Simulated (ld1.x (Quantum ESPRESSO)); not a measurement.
**Transferability test, TM potential for Li**

```
Element                 : lithium
Generator               : ld1.x (Quantum ESPRESSO) 7.5
Type                    : norm-conserving Troullier–Martins (Kleinman–Bylander form)
Functional              : LDA (PZ)
Relativity              : scalar-relativistic
Frozen core             : none
Valence charge          : 3
Reference configuration : 1s2 2s1 2p0
Partial waves           : 1s (bound): rc 0.55 bohr; 2p (bound, empty): rc 4.20 bohr; 3d channel at 0.15 Ry: rc 3.25 bohr
Local potential         : the d channel
Core correction         : none
```

Occupied shells without a wave of their own: 2s. They enter only through the test configuration that unscreens the potential.

Energies are relative to the spin-unpolarised reference configuration 1s2 2s1 2p0; without spin polarisation the order of configurations can differ from experiment. Spin-polarised rows fill each open shell by Hund’s rule, majority spin first.

Q: Give the all-electron excitation energy and the error of the potential for: 1s2 2s0 2p0; 1s2 2s0.5 2p0; 1s2 2s0 2p1; 1s1 2s1 2p0; 1s2 2s1 2p0 (spin-polarised); 1s2 2s0.5 2p0 (spin-polarised).

A:

```csv
valence configuration,charge,ΔE all-electron (eV),error AE − PS (meV)
1s2 2s0 2p0,+1,5.239,+200
1s2 2s0.5 2p0,+0.5,2.045,+77
1s2 2s0 2p1,0,1.754,+120
1s1 2s1 2p0,+1,67.377,-378
1s2 2s1 2p0 (spin-polarised),0,-0.233,-5.7
1s2 2s0.5 2p0 (spin-polarised),+0.5,1.953,+75
```

The 2s level has no wave, so the channel is fitted at the deeper level alone: the likely source of the large errors.
